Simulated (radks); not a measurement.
Ar3+, configuration [Ne] 3s2 3p3.

Method: non-relativistic Kohn-Sham, PBE, spin-polarised, spherical densities, point nucleus; open shells are filled with parallel spins first; computed with a radial shooting solver on a logarithmic mesh with Libxc functionals.

Energy parts (eV):
| part | energy |
|---|---|
| total | -14265.805 |
| kinetic | 14251.976 |
| electron-nucleus | -33270.660 |
| Hartree | 5553.478 |
| exchange-correlation | -800.599 |

Orbitals (lengths in bohr, moments of r in powers of bohr; <r^-3> diverges for s and p1/2; r(90%) holds 90 % of the orbital's charge):
orbital,occ.,eigenvalue (eV),<r^-3>,r(90%)
1s up,1,-3156.317,-,0.154
1s down,1,-3155.566,-,0.154
2s up,1,-342.7741,-,0.649
2s down,1,-342.0812,-,0.648
2p up,3,-278.1571,125.4,0.623
2p down,3,-277.1747,125.2,0.622
3s up,1,-67.0470,-,1.91
3s down,1,-62.3226,-,1.94
3p up,3,-51.6063,14.06,2.10
3p down,0,-47.0755,13.86,2.15

The highest occupied level is 3p up at -51.606 eV. The spin density at the nucleus is -0.3458 e/bohr^3 (1s -0.5298, 2s 0.1908, 3s -0.0068), a Fermi contact field of -18.1 T. Spin moment in Bohr magnetons: 3. For comparison, the ionisation energy in NIST's Atomic Spectra Database is 59.6 eV (semi-empirical). In exact Kohn-Sham theory the highest level is minus the ionisation energy, but local and semilocal functionals leave it too shallow, through self-interaction and a potential that decays too fast; potentials with the right tail come closer. Virial ratio -V/T = 2.00097. The electron density at the nucleus is 3853 e/bohr^3.
